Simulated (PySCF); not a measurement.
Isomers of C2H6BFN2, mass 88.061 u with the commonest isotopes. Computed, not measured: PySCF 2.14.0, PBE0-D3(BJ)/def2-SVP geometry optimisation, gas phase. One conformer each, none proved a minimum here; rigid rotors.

Task: Order these by rotational constant B, smallest first.
A. `C=C(F)B(N)N`
B. `[CH2:1]=[N:2][CH2:3][B:4]([NH2:5])[F:6]` with C1–N2–C3–B4 127°, N2–C3–B4–N5 8°
C. `[CH3:1][NH2+:2][B@H-:3]([F:4])[C:5]#[N:6]` with C1–N2–B3–F4 -177°

Result: B (2042 MHz), A (3082 MHz), C (3177 MHz).

Task: Order these by radius of gyration √(Σ m r²/M), largest first.
A. `C=C(F)B(N)N`
B. `[CH2:1]=[N:2][CH2:3][B:4]([NH2:5])[F:6]` with C1–N2–C3–B4 127°, N2–C3–B4–N5 8°
C. `[CH3:1][NH2+:2][B@H-:3]([F:4])[C:5]#[N:6]` with C1–N2–B3–F4 -177°

Result: B (1.860 Å), C (1.793 Å), A (1.735 Å).

Task: Order these by rotational constant A, largest first.
A. `[CH2:1]=[N:2][CH2:3][B:4]([NH2:5])[F:6]` with C1–N2–C3–B4 127°, N2–C3–B4–N5 8°
B. `C=C(F)B(N)N`
C. `[CH3:1][NH2+:2][B@H-:3]([F:4])[C:5]#[N:6]` with C1–N2–B3–F4 -177°

Result: A (7716 MHz), B (4969 MHz), C (3747 MHz).

| SMILES | point group | Ia (u·Å²) | Ib (u·Å²) | Ic (u·Å²) | κ | μa (D) | μb (D) | μc (D) |
| --- | --- | --- | --- | --- | --- | --- | --- | --- |
| C=NCB(N)F | C1 | 65.50 | 247.53 | 296.49 | -0.89 | 0.94 | 0.99 | 0.54 |
| C=C(F)B(N)N | C1 | 101.71 | 163.97 | 264.31 | -0.23 | 2.37 | 0.67 | 0.04 |
| C[NH2+][B@H-](F)C#N | C1 | 134.88 | 159.05 | 272.34 | 0.40 | 7.13 | 0.36 | 1.30 |
